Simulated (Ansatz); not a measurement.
Ansatz results at the PBE0-D4/def2-TZVP geometry: ideal-gas entropy at 298 K and 1 bar (rigid rotor, harmonic PBE0-D4/def2-TZVP) 309 J/(mol·K); size of the dipole moment (PBE/def2-TZVPP) 1.37 D; HOMO energy (ωB97M-V/def2-TZVPP) -9.07 eV.

Each molecule was computed in one conformer, which needn't be the lowest.

Which molecule gave them?
A. `C=CS[SiH2]C`
B. `C=CSC`
C. `C[SiH2][S][Ti]([Cl])([Cl])[Cl]`
D. `C=CCS`

D. The others give `C=CSC`: 313, 1.53, -8.27; `C=CS[SiH2]C`: 373, 1.04, -8.67; `C[SiH2][S][Ti]([Cl])([Cl])[Cl]`: 470, 2.14, -10.18.
